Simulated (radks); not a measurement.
The rhodium ion Rh3.75+, 41.25 electrons, occupied as [Ar] 3d10 4s2 4d(up 3, down 3) 4p(up 2.75, down 2.5) (fractional occupations, a model configuration). All-electron calculation, scalar-relativistic Kohn-Sham, r2SCAN, spin-polarised, spherical densities, finite nucleus; meta-GGA in the generalised Kohn-Sham scheme; Fermi nuclear charge, rms radius 4.4945 fm. Program: a radial shooting solver on a logarithmic mesh with Libxc functionals.

Normalised radial functions P(r) = r R(r), r in bohr:

r,3d down,4s down,4d down
0.001115,0.0000,0.0460,0.0000
0.001267,0.0000,0.0516,0.0000
0.001452,0.0000,0.0581,0.0000
0.00165,0.0000,0.0650,0.0000
0.00189,0.0000,0.0730,0.0000
0.002148,0.0000,0.0814,0.0000
0.002461,0.0000,0.0912,0.0000
0.002797,0.0001,0.1012,0.0000
0.003205,0.0001,0.1129,0.0000
0.003642,0.0001,0.1247,0.0000
0.00414,0.0002,0.1373,0.0001
0.004743,0.0003,0.1515,0.0001
0.00539,0.0004,0.1655,0.0001
0.006176,0.0006,0.1808,0.0002
0.007019,0.0008,0.1954,0.0003
0.008042,0.0012,0.2106,0.0004
0.00914,0.0017,0.2242,0.0006
0.01047,0.0025,0.2371,0.0009
0.0119,0.0036,0.2470,0.0013
0.01353,0.0051,0.2538,0.0018
0.0155,0.0073,0.2563,0.0026
0.01761,0.0104,0.2529,0.0037
0.02018,0.0149,0.2418,0.0054
0.02293,0.0210,0.2226,0.0075
0.02628,0.0299,0.1915,0.0107
0.02986,0.0415,0.1510,0.0148
0.03421,0.0584,0.0954,0.0209
0.03889,0.0800,0.0314,0.0286
0.0442,0.1088,-0.0426,0.0388
0.05063,0.1492,-0.1293,0.0532
0.05755,0.1989,-0.2135,0.0708
0.06593,0.2666,-0.2987,0.0947
0.07494,0.3466,-0.3659,0.1228
0.08585,0.4511,-0.4128,0.1592
0.09758,0.5688,-0.4232,0.1997
0.1118,0.7140,-0.3883,0.2489
0.1271,0.8670,-0.3065,0.2995
0.1444,1.0308,-0.1772,0.3516
0.1654,1.2081,0.0038,0.4042
0.188,1.3667,0.1979,0.4457
0.2154,1.5118,0.4008,0.4738
0.2448,1.6123,0.5558,0.4779
0.2805,1.6650,0.6457,0.4503
0.3188,1.6532,0.6324,0.3883
0.3653,1.5710,0.4994,0.2807
0.4151,1.4328,0.2682,0.1415
0.4718,1.2470,-0.0400,-0.0285
0.5406,1.0171,-0.4057,-0.2316
0.6144,0.7923,-0.7341,-0.4298
0.7039,0.5679,-1.0085,-0.6275
0.8,0.3882,-1.1580,-0.7823
0.9166,0.2400,-1.1844,-0.8963
1.042,0.1401,-1.0937,-0.9455
1.193,0.0716,-0.9107,-0.9348
1.356,0.0342,-0.7004,-0.8710
1.542,0.0146,-0.4926,-0.7669
1.766,0.0051,-0.3055,-0.6290
2.007,0.0016,-0.1751,-0.4903
2.3,0.0004,-0.0854,-0.3499
2.614,0.0001,-0.0381,-0.2360
2.995,0.0000,-0.0138,-0.1416
3.404,0.0000,-0.0045,-0.0793
3.9,0.0000,-0.0011,-0.0380
4.432,0.0000,-0.0002,-0.0167

3d down: eigenvalue -355.71 eV, 0 radial nodes, <r> = 0.370 bohr, 90 % of the charge inside 0.587 bohr. 4s down: eigenvalue -134.17 eV, 3 radial nodes at r = 0.0411, 0.165, 0.465 bohr, <r> = 0.969 bohr, 90 % of the charge inside 1.40 bohr. 4d down: eigenvalue -51.445 eV, 1 radial node at r = 0.462 bohr, <r> = 1.31 bohr, 90 % of the charge inside 2.00 bohr.
